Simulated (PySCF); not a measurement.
SMILES C#C[SiH2]OC (C₃H₆OSi) (GFN2-xTB optimised geometry):

```
11

C      1.408     1.477     0.000
C      0.205     1.477     0.000
Si    -1.652     1.417    -0.004
O     -2.202    -0.088     0.257
C     -1.950    -1.262    -0.446
H      2.460     1.489     0.003
H     -2.229     2.080     1.155
H     -2.069     1.934    -1.315
H     -0.877    -1.473    -0.480
H     -2.460    -2.080     0.065
H     -2.323    -1.193    -1.471
```

Level of theory: CAM-B3LYP/def2-TZVP run with PySCF 2.14.0.

What are the frontier orbital energies and the dipole moment?

HOMO-2 -9.91 eV, HOMO-1 -9.75 eV, HOMO -9.59 eV, LUMO 0.62 eV, LUMO+1 1.34 eV; dipole moment 1.30 D.

Meta-Löwdin charges at CAM-B3LYP/def2-TZVP: C1 -0.15, C2 -0.31, Si3 0.92, O4 -0.62, C5 -0.11, H6 0.17, H7 -0.11, H8 -0.13, H9 0.11, H10 0.12, H11 0.10.
